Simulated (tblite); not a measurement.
Compound: C5H4N3O (doublet state).
Structure used (GFN2-xTB), in Å, numbered top down from 1:
```
atom  x, y, z in Å
C1     1.704   -0.357   -0.405
O2     0.604    0.529   -0.346
C3    -0.593   -0.031    0.185
C4    -1.667    1.027    0.186
N5    -1.760    2.184   -0.138
C6    -1.082   -1.154   -0.615
N7    -1.429   -2.025   -1.265
C8    -0.426   -0.487    1.565
N9    -0.255   -0.830    2.640
H10    1.492   -1.216   -1.051
H11    1.988   -0.712    0.591
H12    2.517    0.227   -0.830
H13   -1.097    2.844   -0.538
```

Computed values, GFN2-xTB/tblite, gas phase, harmonic and unscaled. This tight-binding method is rough: wavenumbers can miss measured ones by several per cent, in bad cases by 10 to 20. One conformer, not necessarily the lowest. Open shells enter through the occupations alone, without spin polarisation, and single modes of such species can be off by tens of per cent.

Harmonic wavenumbers (cm⁻¹): 47.3, 77.3, 101.5, 135.8, 148.9, 149.1, 195.2, 276.0, 322.3, 439.1, 461.5, 512.4, 544.9, 583.2, 641.1, 695.0, 821.0, 936.5, 1020.0, 1051.5, 1051.8, 1132.4, 1165.0, 1403.2, 1461.0, 1476.7, 1943.6, 2385.6, 2405.9, 2941.3, 2953.7, 3037.5, 3207.9.

A = 1718, B = 1533, C = 1408 MHz; mass 122.035 u (most abundant isotopes); point group Cs, symmetry number 1; spin multiplicity 2.

Problem. Zero-point energy?

Solution. Half the sum of the wavenumbers: 17863 cm⁻¹ = 213.68 kJ/mol.

Problem. Give the ideal-gas entropy at 500 K and 1 bar in the rigid-rotor, harmonic-oscillator model (classical rotation).

Solution. Translation 179.52, rotation 127.16, vibration 197.32, spin (R ln 2) 5.76: S = 509.8 J/(mol K).

Problem. And Cp and H(500 K) − H(0)?

Solution. Cp = 192.35 J/(mol K), of which vibrations give 159.09 (their classical limit is 33 R = 274.4); H(500 K) − H(0) = 63.98 kJ/mol without the zero-point energy, 47.35 from vibrations.

Problem. What must be added to the electronic energy to get the Gibbs energy at 500 K and 1 bar?

Solution. ZPE + [H(500 K) − H(0)] − T·S = 213.68 + 63.98 − 254.88 = 22.78 kJ/mol.

Problem. Which modes carry the vibrational entropy at 500 K?

Solution. 47.3 cm⁻¹: 24.90; 77.3 cm⁻¹: 20.83; 101.5 cm⁻¹: 18.58; 135.8 cm⁻¹: 16.18; 148.9 cm⁻¹: 15.42; 149.1 cm⁻¹: 15.41 J/(mol K); the other 27 give 85.99 together.

Problem. How do the functions run with temperature in this model?

Solution. 
```json
{"T (K)": "50", "S (J/(mol K))": "249.6", "Cp (J/(mol K))": "58.5", "H − H(0) (kJ/mol)": "2.13", "G − H(0) (kJ/mol)": "-10.35", "ln q(vib)": "0.52"}
{"T (K)": "100", "S (J/(mol K))": "298.6", "Cp (J/(mol K))": "84.0", "H − H(0) (kJ/mol)": "5.74", "G − H(0) (kJ/mol)": "-24.12", "ln q(vib)": "1.87"}
{"T (K)": "298.15", "S (J/(mol K))": "421.7", "Cp (J/(mol K))": "148.8", "H − H(0) (kJ/mol)": "29.23", "G − H(0) (kJ/mol)": "-96.51", "ln q(vib)": "7.42"}
{"T (K)": "373.15", "S (J/(mol K))": "457.2", "Cp (J/(mol K))": "167.3", "H − H(0) (kJ/mol)": "41.10", "G − H(0) (kJ/mol)": "-129.49", "ln q(vib)": "9.33"}
{"T (K)": "750", "S (J/(mol K))": "594.7", "Cp (J/(mol K))": "226.3", "H − H(0) (kJ/mol)": "116.64", "G − H(0) (kJ/mol)": "-329.39", "ln q(vib)": "17.62"}
{"T (K)": "1000", "S (J/(mol K))": "663.1", "Cp (J/(mol K))": "248.5", "H − H(0) (kJ/mol)": "176.18", "G − H(0) (kJ/mol)": "-486.89", "ln q(vib)": "22.21"}
```

q(vib) and H(0) count from the zero-point level.

Hindered rotation and anharmonicity are outside this model. Other conformers, if any are populated, would add a mixing term that is left out.

Hardware: one thread, Intel Xeon at 2.50 GHz (x86_64), shared host with 64 logical CPUs at a one-minute load of 60. Cost: 1.4 s of wall time. This covers the Hessian and the dipole derivatives.
